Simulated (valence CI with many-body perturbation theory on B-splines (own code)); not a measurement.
**F III in brief**

Level of theory: relativistic CI+MBPT: five valence electrons over a frozen Dirac-Fock core [He], radial functions for each j: 9 s, 9 p, 8 d, 6 f, 3 g, 1 h, with the one-electron correlation potential Σ1, the two-electron term Σ2, the three-electron term Σ3, Breit, model QED; selected CI, second order for the rest, scaled by the run's own slope (own B-spline code, finite nucleus).

Set against measurement, 25 paired levels are off by 169 cm⁻¹ on average, the worst by 489. These come from a selection out of Moore, Atomic Energy Levels, vol. I, NSRDS-NBS 35 (1971 reprint of NBS Circular 467, 1949), an old analysis. Levels without a partner in it may be off by more. Among the levels kept, up to 1900 cm⁻¹ of a level comes from second order outside the variational space, and about a tenth of that is noise between levels of different J, which matters for small intervals.

Rates and lifetimes use the calculated energies. Strong lines usually hold to 10 to 20 %, long lifetimes can be off by a factor of two.

**Question.** What is the ground level?

**Answer.** 2s2 2p3 4S°_3/2, composition 98 % 2s2 2p3 4S°, g = 2.002.

**Question.** How well does LS coupling describe the low levels?

**Answer.** Among the lowest 20 levels the leading LS term, summed over configurations, holds 100 % on average. For single configurations the figures are 96 % in LS and 64 % in jj coupling. Terms hardly mix: every one of these levels is at least 95 % one term.

**Question.** What are the static dipole polarisabilities of the lowest levels?

**Answer.** 2s2 2p3 4S°_3/2 1.21; 2s2 2p3 2D°_5/2 1.13 (tensor 0.040); 2s2 2p3 2D°_3/2 1.13 (tensor 0.032); 2s2 2p3 2P°_3/2 1.06 (tensor -0.053) bohr³, of which the core gives 0.00161.

**Question.** Where does the other parity begin?

**Answer.** At 2s 2p4 4P_5/2, 18.844 eV.

**Question.** Among levels below 46.114 eV, which E1 lines absorb most strongly from the ground level?

**Answer.** to 2s 2p4 4P_5/2 at 65.79 nm, f = 0.126; to 2s 2p4 4P_3/2 at 65.65 nm, f = 0.0842; to 2s2 2p2 3s 4P_5/2 at 31.54 nm, f = 0.0658.

**Question.** Name the longest-lived excited levels whose lifetime is computed, and their main decay.

**Answer.** 2s2 2p3 2D°_5/2 at 4.253 eV lives 5140 s, mostly by E2 to 2s2 2p3 4S°_3/2; 2s2 2p3 2D°_3/2 at 4.257 eV lives 825 s, mostly by M1 to 2s2 2p3 4S°_3/2.

**Question.** What is the ionisation energy?

**Answer.** 62.68 eV; NIST lists 62.708 eV (semi-empirical).
